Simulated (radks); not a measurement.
Q: All-electron atom: Bi XII in [Xe] 4f14 5d4 (the NIST ground configuration). Calculated with a radial shooting solver on a logarithmic mesh with Libxc functionals: Dirac Kohn-Sham, PBE, spin-unpolarised, spherical densities, finite nucleus; open shells fill j = l - 1/2 first; Fermi nuclear charge, rms radius 5.5211 fm. Some entries of the table are withheld. Estimate them.

| orbital | occ. | eigenvalue (hartree) | <r> (bohr) | <1/r> (bohr^-1) |
|---|---|---|---|---|
| 1s1/2 | 2 | -3331.106 | 0.01580 | 103.2 |
| 2s1/2 | 2 | -603.8305 | 0.06579 | 25.57 |
| 2p1/2 | 2 | -580.7098 | 0.05388 | 25.54 |
| 2p3/2 | 4 | -495.4703 | 0.06293 | 20.24 |
| 3s1/2 | 2 | -151.0341 | 0.1710 | (1) |
| 3p1/2 | 2 | -140.5257 | 0.1615 | 9.291 |
| 3p3/2 | 4 | -121.4330 | 0.1780 | 7.905 |
| 3d3/2 | 4 | -104.1202 | 0.1545 | 7.805 |
| 3d5/2 | 6 | -100.0704 | 0.1594 | 7.499 |
| 4s1/2 | 2 | -39.98130 | 0.3767 | 3.990 |
| 4p1/2 | 2 | -35.39685 | (2) | 3.882 |
| 4p3/2 | 4 | -30.68161 | (3) | 3.404 |
| 4d3/2 | 4 | (4) | 0.4151 | 3.211 |
| 4d5/2 | 6 | (5) | 0.4260 | 3.104 |
| 4f5/2 | 6 | -12.59807 | 0.4341 | 2.783 |
| 5s1/2 | 2 | -12.40695 | 0.8100 | 1.718 |
| 4f7/2 | 8 | -12.39349 | 0.4399 | 2.742 |
| 5p1/2 | 2 | -10.75603 | 0.8509 | 1.614 |
| 5p3/2 | 4 | -9.74438 | 0.9217 | 1.455 |
| 5d3/2 | 4 | -7.27212 | 1.041 | (6) |
| 5d5/2 | 0 | -7.11488 | 1.063 | (7) |
| 6s1/2 | 0 | -5.61214 | 1.575 | 0.8567 |
| 6p1/2 | 0 | (8) | 1.678 | (9) |
| 6p3/2 | 0 | (10) | 1.781 | (11) |

A: 
(1) 3s1/2 <1/r> (bohr^-1): 9.377
(2) 4p1/2 <r> (bohr): 0.3774
(3) 4p3/2 <r> (bohr): 0.4118
(4) 4d3/2 eigenvalue (hartree): -23.19948
(5) 4d5/2 eigenvalue (hartree): -22.31719
(6) 5d3/2 <1/r> (bohr^-1): 1.261
(7) 5d5/2 <1/r> (bohr^-1): 1.230
(8) 6p1/2 eigenvalue (hartree): -5.00927
(9) 6p1/2 <1/r> (bohr^-1): 0.8012
(10) 6p3/2 eigenvalue (hartree): -4.70548
(11) 6p3/2 <1/r> (bohr^-1): 0.7464
